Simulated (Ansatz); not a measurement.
A run of Ansatz (development build ahead of 0.2.0) on singlet Cd at this shape:

A single Cd atom.

Its results:

```
Converged                       : yes
Total energy                    : -5411.53272 hartree
Spin squared of the determinant : 0.000
```

**Question.** Which input gives this output? Name the method, the orbitals and the basis set, and write the input.

**Answer.** RHF in STO-3G. An unrestricted run that stays on the closed shell gives the same numbers.

```yaml
crystal:
  periodic: [false, false, false]
  atoms:
    - { symbol: Cd, position_ang: [0.0, 0.0, 0.0] }
basis:
  gaussian: { orbitals: STO-3G }
hamiltonian:
  xc: hf
```
